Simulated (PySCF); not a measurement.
Compound: C5H5FN2.
Cartesian coordinates in Å at the GFN2-xTB level; atoms count from 1:
```
atom  x, y, z in Å
F1     2.3836   -1.0237    0.2434
C2     1.8240    0.1466   -0.1952
C3     0.3304    0.1235   -0.0769
C4    -0.3691   -0.9626    0.4178
C5    -1.7571   -0.8461    0.4727
N6    -2.4027    0.2320    0.0774
N7    -1.7482    1.2538   -0.3875
C8    -0.4361    1.2280   -0.4705
H9     2.1309    0.2776   -1.2403
H10    2.2503    0.9542    0.4128
H11    0.1386   -1.8564    0.7461
H12   -2.3754   -1.6483    0.8485
H13    0.0264    2.1221   -0.8661
```

A PySCF run (density fitting, gas phase, GFN2-xTB geometry) gave HOMO -4.42 eV, LUMO -2.02 eV, dipole 3.33 D and E = -400.452 Eh.

Question: Which of these levels was it?
A. PW91/3-21G
B. PBE0/def2-SVPD
C. B97-D/MINI
D. PBE0/pcSseg-1

Answer: A. It is PW91/3-21G. All candidates on this geometry:

```json
{"level and settings": "B97-D/MINI", "kind": "GGA", "basis functions": "45", "SCF cycles": "14", "E (Eh)": "-399.4493", "HOMO (eV)": "-6.34", "LUMO (eV)": "-4.29", "dipole (D)": "3.06"}
{"level and settings": "PW91/3-21G", "kind": "GGA", "basis functions": "82", "SCF cycles": "15", "E (Eh)": "-400.4523", "HOMO (eV)": "-4.42", "LUMO (eV)": "-2.02", "dipole (D)": "3.33"}
{"level and settings": "PBE0/def2-SVPD", "kind": "global hybrid", "basis functions": "203", "SCF cycles": "14", "E (Eh)": "-402.1134", "HOMO (eV)": "-6.73", "LUMO (eV)": "-1.50", "dipole (D)": "3.16"}
{"level and settings": "PBE0/pcSseg-1", "kind": "global hybrid", "basis functions": "161", "SCF cycles": "14", "E (Eh)": "-402.3423", "HOMO (eV)": "-6.76", "LUMO (eV)": "-1.46", "dipole (D)": "3.24"}
```

The nearest other candidate, by the summed differences of HOMO and LUMO, is PBE0/def2-SVPD: its HOMO differs by -2.31 eV and its LUMO by +0.52 eV. B97-D ran without the empirical dispersion term, which would shift the total energy alone. Cycle counts include a coarse-grid stage where the run had one.
